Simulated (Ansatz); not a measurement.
Stepwise reaction of `CN[SiH3]` with water, as a gas-phase model of exchange steps in deposition or etching. ΔE in kJ/mol.

Isolated molecules relaxed with PBE0-D4/def2-TZVP in Ansatz; ΔE leaves out vibrations. CBS: MP2 limit from def2 TZ/QZ plus the TZ coupled-cluster correction, frozen cores. This one scheme is used for every species. Functionals use def2-TZVPP. B3LYP here is the variant with VWN-RPA as its local correlation; programs differ in this. One conformer a species, not always the lowest.

| step | reaction | PBE-D4 | B3LYP-D4 | ωB97M-V | CCSD(T)/CBS |
| --- | --- | --- | --- | --- | --- |
| 2 | `CN[SiH2]O` + H₂O → `CN[SiH](O)O` + H₂ | -92.5 | -100.1 | -101.0 | -98.6 |

Question: Give the row of step 1, `CN[SiH3]` + H₂O → `CN[SiH2]O` + H₂. (Estimate.)

Answer: The calculation gave: 
| step | reaction | PBE-D4 | B3LYP-D4 | ωB97M-V | CCSD(T)/CBS |
| --- | --- | --- | --- | --- | --- |
| 1 | `CN[SiH3]` + H₂O → `CN[SiH2]O` + H₂ | -84.9 | -89.9 | -90.9 | -88.3 |

Question: By hand: ΔE of the 2 steps together at CCSD(T)/CBS.

Answer: (-88.3) + (-98.6) = -186.9 kJ/mol, or -93.4 kJ/mol a step.

In ΔE each step is lower than the one before. All are downhill at CCSD(T)/CBS. PBE-D4 differs from CCSD(T)/CBS by 3.4 to 6.1 kJ/mol a step. Isolated molecules leave out the surface, adducts and barriers. Largest T1 diagnostic: 0.011.
